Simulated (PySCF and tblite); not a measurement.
Results of a calculation; reference values are marked as such.
# Barrier and rate of a rotation

System: C₇H₁₄O, numbered as in [CH3:1][O:2][C@@H:3]1[CH2:4][CH2:5][C@@H:6]([CH3:7])[CH2:8]1.

Motion: rotation about the C3–O2 bond (torsion C4–C3–O2–C1 from -73° to 67°, rising). Geometries: GFN2-xTB; energies: CAM-B3LYP/pcSseg-1 + D3(BJ); zero-point and thermal terms from GFN2-xTB harmonic modes (soft modes blended into free rotors). Rate constants are transition-state-theory values, counting equivalent paths, without tunnelling. Programs: tblite and PySCF.

| point | symmetry | E(GFN2) kcal/mol | E(DFT) kcal/mol | ZPE change kcal/mol | lowest mode cm⁻¹ | dipole D |
| --- | --- | --- | --- | --- | --- | --- |
| start | C1 | 0.0 | 0.0 | 0.00 | 37 | 1.17 |
| saddle | C1 | 4.2 | 5.9 | -0.03 | 127i | 1.53 |
| end | C1 | 1.2 | 2.4 | 0.24 | 68 | 1.42 |

* Electronic barrier: 5.8 kcal/mol
* Barrier with zero-point energy: 5.8 kcal/mol
* ΔH‡ (298 K): 5.3 kcal/mol
* ΔS‡ (298 K, symmetry apart): -3.2 cal/(mol K)
* Paths: 1 equivalent path
* End point: a different minimum
* Mean lifetime of the start against this motion at 298 K: 6.6 ns
* Cost: 4.3 min on 1 thread of Arm Neoverse N1 (shared host) (rough), peak memory 1.2 GiB, launched as `OMP_NUM_THREADS=1 python ens_run.py task.json out`

| T/K | ΔG‡ kcal/mol | k s⁻¹ | ΔG kcal/mol | k back s⁻¹ |
| --- | --- | --- | --- | --- |
| 150 | 6.0 | 6770 | 2.7 | 5.3×10⁷ |
| 200 | 6.0 | 1×10⁶ | 2.7 | 9.3×10⁸ |
| 250 | 6.2 | 2.1×10⁷ | 2.7 | 5.3×10⁹ |
| 298 | 6.3 | 1.5×10⁸ | 2.8 | 1.6×10¹⁰ |
| 350 | 6.4 | 6.9×10⁸ | 2.8 | 3.9×10¹⁰ |
| 400 | 6.6 | 2.1×10⁹ | 2.8 | 7.4×10¹⁰ |
| 500 | 6.9 | 9.7×10⁹ | 2.9 | 1.8×10¹¹ |

ΔG and ΔG‡ leave out symmetry numbers and mirror images; rates count paths: 1 out, 1 back.
